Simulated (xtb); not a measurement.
B(CF3)(H)(OMe) (C₂H₄BF₃O), SMILES COBC(F)(F)F. All values are semi-empirical tight-binding results from xtb (GFN2-xTB unless named), good for trends rather than for accurate numbers. The structure is a stationary point at GFN2-xTB. The values are those of a single conformer.

- orbital gap = 5.17 eV
- dipole moment = 3.83 D
- zero-point energy = 42.0 kcal/mol
- G − E(el) at 298.15 K (modified RRHO) = 21.5 kcal/mol
- static polarisability (D4 model) = 48.2 bohr³
- solvation energy, GFN2-xTB/ALPB(water) = -3.5 kcal/mol
- solvation energy, GFN2-xTB/ALPB(octanol) = -3.8 kcal/mol

Computed IR lines (harmonic; lines under 4 % of the strongest left out, lines within 3 cm⁻¹ merged):
ν (cm⁻¹): 386 (w), 464 (w), 617 (m), 734 (w), 756 (m), 920 (w), 998 (vs), 1029 (vs), 1069 (s), 1156 (m), 1389 (w), 1457 (w), 1467 (s), 2676 (m), 3005 (w) (against the strongest line: vs over 80 %, s over 45 %, m over 15 %, w over 4 %, vw less)
